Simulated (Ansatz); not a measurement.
`FC=C=S` and `S=C=CBBr` differ in one atom or group.

Ansatz, PBE0-D4/def2-TZVP geometries, multiplicity 1. Each molecule was computed in one conformer, which needn't be the lowest.

Scalar relativity is left out up to krypton.

```csv
property,`FC=C=S`
size of the dipole moment (B3LYP/def2-TZVPP) / D,1.19
LUMO energy (B3LYP/def2-TZVPP) / eV,-3.18
zero-point energy (PBE0-D4/def2-TZVP) / kJ/mol,61.6
LUMO energy (ωB97M-V/def2-TZVPP) / eV,-0.75
"ideal-gas entropy at 298 K and 1 bar (rigid rotor, harmonic PBE0-D4/def2-TZVP) / J/(mol·K)",283
HOMO–LUMO gap (PBE0/def2-TZVPP) / eV,3.59
```

Q: Give the same properties after the change, and the shifts. (Best estimate.)

A: The calculation gave: 
| property | `S=C=CBBr` | shift |
| --- | --- | --- |
| size of the dipole moment (B3LYP/def2-TZVPP) / D | 2.00 | 0.81 |
| LUMO energy (B3LYP/def2-TZVPP) / eV | -2.74 | 0.44 |
| zero-point energy (PBE0-D4/def2-TZVP) / kJ/mol | 92.4 | 30.8 |
| LUMO energy (ωB97M-V/def2-TZVPP) / eV | -0.38 | 0.37 |
| ideal-gas entropy at 298 K and 1 bar (rigid rotor, harmonic PBE0-D4/def2-TZVP) / J/(mol·K) | 336 | 53 |
| HOMO–LUMO gap (PBE0/def2-TZVPP) / eV | 4.78 | 1.19 |

With PBE0 the HOMO falls by 0.77 eV and the LUMO rises by 0.43 eV, so the gap widens by about 1.20 eV. PBE moves the HOMO by -0.91 eV and ωB97M-V by -0.65 eV. The zero-point energy changes by 30.8 kJ/mol with +6 modes. Dipoles are sizes alone; their direction can turn.

B3LYP here is the variant with VWN-RPA as its local correlation; programs differ in this.

Spin–orbit coupling is left out; it splits and shifts lone-pair levels of the heavy atoms by tenths of an eV.
